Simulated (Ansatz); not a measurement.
A structure relaxed at PBE-D4/def2-SVP in Ansatz, charge 0, singlet:

Cartesian coordinates in Å:
```
Sn 2.365 -3.424 -2.735
Sn 3.806 0.992 -3.055
Sn 1.543 -5.286 1.386
Sn -1.947 -4.344 -1.458
Sn -0.524 0.042 -1.745
Sn -4.878 -0.868 -0.487
Sn -1.355 -1.799 2.345
Sn -3.461 3.485 -0.805
Sn 2.939 -0.878 1.071
Sn 4.403 3.511 0.744
Sn 0.056 2.542 2.028
Sn 0.905 4.418 -2.104
Sn -4.302 1.644 3.322
Sn 0.728 -5.223 -1.310
Sn 2.164 -0.825 -1.644
Sn 3.593 3.579 -1.954
Sn 1.317 -2.700 2.494
Sn -2.199 -1.757 -0.349
Sn -0.766 2.645 -0.672
Sn -5.120 1.711 0.627
Sn -1.619 0.780 3.466
Sn 2.753 1.718 2.169
H 4.022 -3.948 -2.678
H 1.902 -3.389 -4.411
H 3.342 1.016 -4.730
H 5.456 0.446 -2.993
H 3.186 -5.842 1.500
H 0.559 -6.405 2.281
H -2.481 -4.322 -3.113
H -2.989 -5.444 -0.604
H -1.027 0.082 -3.417
H -5.401 -0.856 -2.145
H -5.903 -1.990 0.359
H -2.383 -2.903 3.223
H -3.965 3.569 -2.467
H -3.599 5.091 -0.152
H 4.599 -1.411 1.154
H 6.064 3.011 0.854
H 4.297 5.101 1.439
H -0.090 4.144 2.705
H 0.391 4.486 -3.764
H 0.740 6.023 -1.457
H -5.323 0.569 4.229
H -4.460 3.223 4.030
H 0.865 -6.819 -2.002
H 4.607 4.685 -2.844
H 1.819 -2.723 4.166
H -6.779 2.245 0.530
H -1.097 0.734 5.131
H 3.246 1.663 3.842
```

Question: Give its formula and point group.

Answer: Sn₂₂H₂₈, a nanocrystal cut from cubic tin. Point group C3v (tolerance 0.1 Å).

Question: Summarise the bond lengths by kind (pairs closer than 1.2 times the sum of covalent radii, bridged metal pairs left out).

Answer: 30 × Sn–Sn 2.82 to 2.83 Å; 28 × H–Sn 1.74 to 1.75 Å.

In the def2 sets Sn takes a core potential; there is no spin–orbit coupling. Single mean-field runs in def2-SVP are fitted with def2-universal-jkfit.
